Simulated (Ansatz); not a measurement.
AlN2H9O, singlet: a nudged elastic band.

The input file, in.yaml:

```yaml
crystal:
  periodic: [false, false, false]
  atoms:
    - {symbol: Al, position_ang: [-1.101537, 0.187381, -1.200425]}
    - {symbol: O, position_ang: [0.032996, -1.149156, -1.183663]}
    - {symbol: H, position_ang: [-0.580820, 1.520965, -1.920523]}
    - {symbol: H, position_ang: [-2.637322, -0.238648, -1.385473]}
    - {symbol: H, position_ang: [0.058026, 0.508264, 1.011703]}
    - {symbol: N, position_ang: [-0.929251, 0.707571, 0.737233]}
    - {symbol: H, position_ang: [1.490331, -0.777850, 0.142867]}
    - {symbol: N, position_ang: [1.791222, -0.212098, 0.940486]}
    - {symbol: H, position_ang: [-0.172865, -1.948301, -1.664251]}
    - {symbol: H, position_ang: [-1.122804, 1.689860, 0.898262]}
    - {symbol: H, position_ang: [-1.539868, 0.167269, 1.340417]}
    - {symbol: H, position_ang: [2.157245, -0.832253, 1.651691]}
    - {symbol: H, position_ang: [2.554647, 0.376996, 0.631678]}
basis:
  gaussian: {orbitals: def2-SVP}
hamiltonian: {xc: pbe0, dispersion: d4}
neb:
  images: 5
  climbing: true
  max_iterations: 40
  initial_path: idpp
  final_atoms:
    - {symbol: Al, position_ang: [-1.225073, 0.287025, -1.031623]}
    - {symbol: O, position_ang: [0.344118, -0.814276, -1.233794]}
    - {symbol: H, position_ang: [-1.063200, 1.432831, -2.133183]}
    - {symbol: H, position_ang: [-2.358612, -0.841035, -1.188473]}
    - {symbol: H, position_ang: [0.827302, 0.229610, 1.159520]}
    - {symbol: N, position_ang: [-0.981406, 0.927238, 0.690835]}
    - {symbol: H, position_ang: [0.985317, -0.765519, -0.396466]}
    - {symbol: N, position_ang: [1.637796, -0.369522, 0.916557]}
    - {symbol: H, position_ang: [0.166138, -1.727322, -1.470451]}
    - {symbol: H, position_ang: [-0.974509, 1.934730, 0.786292]}
    - {symbol: H, position_ang: [-1.606400, 0.570663, 1.402726]}
    - {symbol: H, position_ang: [1.774957, -1.062710, 1.640967]}
    - {symbol: H, position_ang: [2.473570, 0.198287, 0.857091]}
```

Run by:

```bash
ansatz run in.yaml --threads 4 --pin off --events-out ev --progress --plain --max-ram 9574MiB
```

What Ansatz 0.2.0 printed:

```
Functional definition: PBE0
  name "PBE0"
  cite "Adamo & Barone, J. Chem. Phys. 110, 6158 (1999) doi:10.1063/1.478522"
  cite "Perdew, Burke & Ernzerhof, Phys. Rev. Lett. 77, 3865 (1996) doi:10.1103/PhysRevLett.77.3865"
  parent pbe
  parameter a = 0.25
  parameter kappa = 0.804
  parameter beta = 0.06672455060314922
  exchange = (1 - a)*pbe_x(kappa = kappa, mu = beta*pi^2/3) + a*exact_x
  correlation = pbe_c(beta = beta)
1112 factors; integrals over basis functions are off by at most 4.6e-4 eV
mean field evaluation 1: about -11747.6795 eV, gradient 7.6e1 eV
mean field evaluation 2: about -11736.6756 eV, gradient 1.0e2 eV
mean field evaluation 4: about -11758.2750 eV, gradient 4.5e0 eV
mean field evaluation 8: about -11758.3353 eV, gradient 9.6e-2 eV
mean field -11758.33528879 eV, -432.1108517772 hartree, gradient 2.0e-5 eV, S^2 0.000000; 0 other end points of the search recorded, 0 dependent functions left out
the calculation of the forces begins
reference -11758.33532166 eV, -432.1108529852 hartree; 22, 22 occupied and 83, 83 virtual orbitals, 1112 factors
1114 factors; integrals over basis functions are off by at most 1.2e-3 eV
mean field evaluation 16: about -11747.2991 eV, gradient 7.4e1 eV
mean field -11757.77327593 eV, -432.0901981855 hartree, gradient 1.6e-5 eV, S^2 0.000000; 0 other end points of the search recorded, 0 dependent functions left out
the calculation of the forces begins
reference -11757.77330818 eV, -432.0901993705 hartree; 22, 22 occupied and 83, 83 virtual orbitals, 1114 factors
WARN: NEB end point (image 0): max|allowed force component| = 3.832e-1 eV/Å (the criterion of neb.relax_end_points is 1.000e-2). That is over neb.f_tol: it is no minimum, so the barrier can be far off. Relax it first
WARN: NEB end point (image 6): max|allowed force component| = 3.134e-1 eV/Å (the criterion of neb.relax_end_points is 1.000e-2). That is over neb.f_tol: it is no minimum, so the barrier can be far off. Relax it first
1112 factors; integrals over basis functions are off by at most 7.9e-4 eV
mean field evaluation 32: about -11747.9112 eV, gradient 7.4e1 eV
mean field -11758.03078445 eV, -432.0996614492 hartree, gradient 2.8e-5 eV, S^2 0.000000; 0 other end points of the search recorded, 0 dependent functions left out
the calculation of the forces begins
reference -11758.03081727 eV, -432.0996626553 hartree; 22, 22 occupied and 83, 83 virtual orbitals, 1112 factors
1112 factors; integrals over basis functions are off by at most 9.7e-4 eV
mean field -11757.43503873 eV, -432.0777681976 hartree, gradient 2.9e-5 eV, S^2 0.000000; 0 other end points of the search recorded, 0 dependent functions left out
the calculation of the forces begins
reference -11757.43507142 eV, -432.0777693989 hartree; 22, 22 occupied and 83, 83 virtual orbitals, 1112 factors
1112 factors; integrals over basis functions are off by at most 1.1e-3 eV
mean field evaluation 64: about -11756.8395 eV, gradient 9.4e0 eV
mean field -11757.03177645 eV, -432.0629485822 hartree, gradient 2.6e-5 eV, S^2 0.000000; 0 other end points of the search recorded, 0 dependent functions left out
the calculation of the forces begins
reference -11757.03180908 eV, -432.0629497813 hartree; 22, 22 occupied and 83, 83 virtual orbitals, 1112 factors
1114 factors; integrals over basis functions are off by at most 1.3e-3 eV
mean field -11757.05295964 eV, -432.0637270499 hartree, gradient 2.3e-5 eV, S^2 0.000000; 0 other end points of the search recorded, 0 dependent functions left out
the calculation of the forces begins
reference -11757.05299216 eV, -432.0637282452 hartree; 22, 22 occupied and 83, 83 virtual orbitals, 1114 factors
1116 factors; integrals over basis functions are off by at most 9.9e-4 eV
mean field evaluation 96: about -11757.4517 eV, gradient 4.8e-1 eV
mean field -11757.46286960 eV, -432.0787909632 hartree, gradient 2.5e-5 eV, S^2 0.000000; 0 other end points of the search recorded, 0 dependent functions left out
the calculation of the forces begins
reference -11757.46290197 eV, -432.0787921527 hartree; 22, 22 occupied and 83, 83 virtual orbitals, 1116 factors
NEB iter   1: max|band force component| = 3.145e0 eV/Å  barrier→ = 1.2948 eV  barrier← = 0.7355 eV  Δτ_max = 0.2000 Å  (170 SCF iters)
NEB iter   2: max|band force component| = 1.337e0 eV/Å  barrier→ = 0.5848 eV  barrier← = 0.0255 eV  Δτ_max = 0.1700 Å  (131 SCF iters)
NEB iter   3: max|band force component| = 9.123e-1 eV/Å  barrier→ = 0.5594 eV  barrier← = 0.0000 eV  Δτ_max = 0.1976 Å  (135 SCF iters)
NEB iter   4: max|band force component| = 1.317e0 eV/Å  barrier→ = 0.5594 eV  barrier← = 0.0000 eV  Δτ_max = 0.0998 Å  (136 SCF iters)
NEB iter   5: max|band force component| = 6.660e-1 eV/Å  barrier→ = 0.5594 eV  barrier← = 0.0000 eV  Δτ_max = 0.0494 Å  (134 SCF iters)
NEB iter   6: max|band force component| = 3.513e-1 eV/Å  barrier→ = 0.5511 eV  barrier← = -0.0083 eV  CI = image 5  Δτ_max = 0.0625 Å  (135 SCF iters)
NEB iter   7: max|band force component| = 2.007e-1 eV/Å  barrier→ = 0.5466 eV  barrier← = -0.0128 eV  CI = image 5  Δτ_max = 0.0703 Å  (130 SCF iters)
NEB iter   8: max|band force component| = 1.775e-1 eV/Å  barrier→ = 0.5457 eV  barrier← = -0.0136 eV  CI = image 5  Δτ_max = 0.0387 Å  (124 SCF iters)
NEB iter   9: max|band force component| = 1.166e-1 eV/Å  barrier→ = 0.5454 eV  barrier← = -0.0140 eV  CI = image 5  Δτ_max = 0.0468 Å  (119 SCF iters)
NEB iter  10: max|band force component| = 1.478e-1 eV/Å  barrier→ = 0.5448 eV  barrier← = -0.0146 eV  CI = image 5  Δτ_max = 0.0235 Å  (135 SCF iters)
NEB iter  11: max|band force component| = 4.870e-2 eV/Å  barrier→ = 0.5443 eV  barrier← = -0.0150 eV  CI = image 5  Δτ_max = 0.0334 Å  (121 SCF iters)
NEB iter  12: max|band force component| = 9.018e-2 eV/Å  barrier→ = 0.5439 eV  barrier← = -0.0155 eV  CI = image 5  Δτ_max = 0.0471 Å  (27 SCF iters)
NEB iter  13: max|band force component| = 4.846e-2 eV/Å  barrier→ = 0.5435 eV  barrier← = -0.0159 eV  CI = image 5  Δτ_max = 0.0270 Å  (123 SCF iters)
NEB iter  14: max|band force component| = 8.502e-2 eV/Å  barrier→ = 0.5432 eV  barrier← = -0.0162 eV  CI = image 5  Δτ_max = 0.0940 Å  (27 SCF iters)
NEB iter  15: max|band force component| = 7.715e-2 eV/Å  barrier→ = 0.5430 eV  barrier← = -0.0164 eV  CI = image 5  Δτ_max = 0.0939 Å  (133 SCF iters)
NEB iter  16: max|band force component| = 1.290e-1 eV/Å  barrier→ = 0.5428 eV  barrier← = -0.0165 eV  CI = image 5  Δτ_max = 0.0469 Å  (125 SCF iters)
NEB iter  17: max|band force component| = 9.872e-2 eV/Å  barrier→ = 0.5427 eV  barrier← = -0.0166 eV  CI = image 5  Δτ_max = 0.0165 Å  (120 SCF iters)
NEB iter  18: max|band force component| = 4.464e-2 eV/Å  barrier→ = 0.5427 eV  barrier← = -0.0167 eV  CI = image 5  CI's point: of a kind that is not told: the force calls were inconclusive, a negative curvature could not be distinguished from the path's own, the only one lies far off the path, or fixed occupations may fill a level only in part  Δτ_max = 0.0000 Å  (1231 SCF iters)
Total energy: -11757.96458429 eV, -432.0972286380 hartree
Atom 0 at    -1.150164     0.295912    -1.065267 Å, force    -0.000757     0.001500     0.003317 eV/Å
Atom 1 at     0.422402    -0.743528    -1.234218 Å, force     0.001349     0.001757    -0.000396 eV/Å
Atom 2 at    -1.067281     1.472670    -2.152938 Å, force    -0.000242    -0.000116    -0.000515 eV/Å
Atom 3 at    -2.350268    -0.776756    -1.142895 Å, force     0.000328    -0.000764     0.001286 eV/Å
Atom 4 at     0.643446     0.177058     1.133065 Å, force     0.001348    -0.001611     0.001332 eV/Å
Atom 5 at    -0.873690     0.939822     0.689180 Å, force    -0.001418    -0.000513    -0.003384 eV/Å
Atom 6 at     1.049494    -0.764697    -0.255267 Å, force    -0.001150    -0.001235    -0.001023 eV/Å
Atom 7 at     1.480306    -0.469984     0.961451 Å, force     0.002202     0.000751     0.001207 eV/Å
Atom 8 at     0.395978    -1.574075    -1.717730 Å, force     0.000544    -0.000103     0.000024 eV/Å
Atom 9 at    -0.813283     1.954952     0.762011 Å, force     0.000847     0.000178    -0.000155 eV/Å
Atom 10 at    -1.591515     0.656236     1.355791 Å, force    -0.000212     0.000078    -0.000694 eV/Å
Atom 11 at     1.500681    -1.217834     1.651875 Å, force    -0.002384    -0.000495    -0.000357 eV/Å
Atom 12 at     2.353892     0.050224     1.014945 Å, force    -0.000455     0.000570    -0.000641 eV/Å
Dipole moment:     0.875740    -0.405329     0.778189 e Å

[the SCF lines of later steps are left out]
```

The run took about 2.4 min on 4 CPU threads of an Arm Neoverse V2 (shared host).
